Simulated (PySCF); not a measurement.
How methods differ on the ionisation energy of Cr

Cr [Ar] 3d5 4s1 (7S) → Cr⁺ [Ar] 3d5 (6S), as a difference of total energies. All numbers are calculated (PySCF 2.14, the spin-free X2C one-electron Hamiltonian (Gaussian nucleus), in x2c-SVPall). Correlated levels: valence: [Ar] frozen. The calculations carry no spin-orbit coupling.

| method | ionisation energy (eV) | error (eV) |
| --- | --- | --- |
| UHF | 6.029 | -0.738 |
| LDA | 7.566 | +0.799 |
| BP86 | 7.507 | +0.740 |
| MP2 (valence) | 6.327 | -0.440 |
| SCS-MP2 (valence) | 6.128 | -0.639 |

Reference: 6.767 eV (measured; NIST Atomic Spectra Database, ionization energies).

Errors of the correlated levels include the incompleteness of this basis and the frozen core.
